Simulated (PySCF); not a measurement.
Excitations are Tamm–Dancoff values on a coarser integration grid. The basis has no diffuse functions, so Rydberg states are missing or too high.

Cartesian coordinates (Å):
SMILES: BO
```xyz
5

B     -0.4193    -0.0386     0.0017
O      0.8592    -0.4652     0.0092
H     -1.2683    -0.8809     0.0234
H     -0.6730     1.1358    -0.0254
H      1.5015     0.2490    -0.0088
```
Charge 0, spin multiplicity 1.

Task: Predict the HOMO, total energy, S1–T1 gap (TDA), HOMO–LUMO gap and S1 excitation (TDA) from TPSSh-D3(BJ)/def2-TZVP // PBE0-D3(BJ)/def2-TZVP run with PySCF.

Result: 
```json
{
  "HOMO": "-8.18 eV",
  "total_energy": "-101.9571 Ha",
  "S1–T1 gap (TDA)": "0.68 eV",
  "HOMO–LUMO gap": "7.40 eV",
  "S1 excitation (TDA)": "6.63 eV"
}
```
